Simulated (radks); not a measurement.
Spherical quantum dot in the effective-mass picture: electrons in a parabolic well V = omega^2 r^2 / 2 with omega = 1.09, all in effective atomic units (hartree* = m*/eps^2 hartree, bohr* = eps/m* bohr), one dielectric constant everywhere. Calculated with a radial shooting solver with Libxc functionals: non-relativistic Kohn-Sham, PBE, spin-polarised, spherical densities. Levels are named by radial order and angular momentum (1s, 1p, 1d, 2s, ...), and open shells are averaged over m.

N = 11, configuration 1s2 1p6 1d(up 3, down 0). This is the lowest configuration that the search found. Occupied and some empty levels:

| level | occupation | eigenvalue (hartree*) | <r> (bohr*) |
|---|---|---|---|
| 1s up | 1 | 7.2428 | 1.437 |
| 1s down | 1 | 7.2859 | 1.404 |
| 1p up | 3 | 7.8676 | 1.797 |
| 1p down | 3 | 7.9394 | 1.779 |
| 1d up | 3 | 8.5749 | 2.060 |
| 1d down | 0 | 8.6600 | 2.055 |
| 2s up | 0 | 8.7312 | 1.812 |
| 2s down | 0 | 8.7813 | 1.830 |
| 1f up | 0 | 9.3484 | 2.276 |
| 1f down | 0 | 9.4365 | 2.282 |
| 2p up | 0 | 9.5604 | 2.075 |
| 2p down | 0 | 9.6074 | 2.087 |

Energy (hartree*): total 58.9564, kinetic 10.500, external 23.254, Hartree 30.225, exchange-correlation -5.0234.
